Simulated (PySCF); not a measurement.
The numbers are results of PBE-D3(BJ)/def2-TZVP // B3LYP-D3(BJ)/def2-TZVP run with PySCF, not measurements. Gas-phase values, no solvent. Delta-SCF ions had no search for a lower state. Excitations are Tamm–Dancoff values on a coarser integration grid. The basis has no diffuse functions, so Rydberg states are missing or too high.

Reference species (SMILES): `C#CC(C)=O` (neutral, multiplicity 1).

```yaml
dipole_moment: 2.93 D
vertical ionisation energy (Delta-SCF): 9.85 eV
S1 excitation (TDA): 3.65 eV
HOMO: -6.18 eV
```

After one change: the dipole moment rises by 0.69 D; the vertical ionisation energy (Delta-SCF) rises by 0.75 eV; the S1 excitation (TDA) rises by 2.76 eV; the HOMO falls by 1.11 eV.

Task: Which change was made? The new species is one of these.
A) `C#CCF`
B) `C#CCC#N`
C) `C#CSC`
D) `BC#C`

Result: B, `C#CCC#N`
